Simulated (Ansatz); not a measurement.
One change: `[CH3][GeH2][TeH]` becomes `[CH3][GeH2][F]`.

Ansatz, PBE0-D4/def2-TZVP geometries, multiplicity 1. 

Elements past krypton have def2 core potentials. Scalar relativity is left out up to krypton.

```csv
property,`[CH3][GeH2][TeH]`
HOMO energy (B3LYP/def2-TZVPP) / eV,-6.10
size of the dipole moment (ωB97M-V/def2-TZVPP) / D,1.50
HOMO–LUMO gap (ωB97M-V/def2-TZVPP) / eV,9.52
size of the dipole moment (B3LYP/def2-TZVPP) / D,1.44
"ideal-gas entropy at 298 K and 1 bar (rigid rotor, harmonic PBE0-D4/def2-TZVP) / J/(mol·K)",350
HOMO–LUMO gap (PBE0/def2-TZVPP) / eV,5.68
```

**Question.** What does the change do to each property? (Best estimate.)

**Answer.** The calculation gave: 
```csv
property,`[CH3][GeH2][F]`,shift
HOMO energy (B3LYP/def2-TZVPP) / eV,-8.86,-2.76
size of the dipole moment (ωB97M-V/def2-TZVPP) / D,2.45,0.95
HOMO–LUMO gap (ωB97M-V/def2-TZVPP) / eV,13.55,4.03
size of the dipole moment (B3LYP/def2-TZVPP) / D,2.46,1.02
"ideal-gas entropy at 298 K and 1 bar (rigid rotor, harmonic PBE0-D4/def2-TZVP) / J/(mol·K)",302,-48
HOMO–LUMO gap (PBE0/def2-TZVPP) / eV,9.48,3.80
```

With PBE0 the HOMO falls by 2.76 eV and the LUMO rises by 1.04 eV, so the gap widens by about 3.80 eV. PBE moves the HOMO by -2.37 eV and ωB97M-V by -2.92 eV. The zero-point energy changes by -12.3 kJ/mol with -3 modes. Dipoles are sizes alone; their direction can turn.

B3LYP here is the variant with VWN-RPA as its local correlation; programs differ in this.

Spin–orbit coupling is left out; it splits and shifts lone-pair levels of the heavy atoms by tenths of an eV.
